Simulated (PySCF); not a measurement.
Caution: the highest occupied level lies above zero, so the state may not be bound. This triplet lies 0.21 eV above the relaxed singlet at the level B3LYP-D3(BJ)/def2-TZVPD (PySCF); other levels give the other order.

B3LYP has the VWN-RPA correlation part, as in Gaussian. 

Cartesian coordinates (Å):
```xyz
5

C      1.2688    -0.3110    -0.8251
C      0.0954    -0.1562    -0.3774
B     -1.2581    -0.1878     0.1290
F     -2.3636     0.5674    -0.1933
H      2.2575     0.0876    -0.6386
```
Charge -1, spin multiplicity 3.

Question: What is the computed total energy and highest occupied spin orbital (PySCF with B3LYP-D3(BJ)/def2-TZVPD)?

Answer: 
```yaml
total_energy: -201.5315 Ha
highest_occupied_spin_orbital: 1.10 eV
```
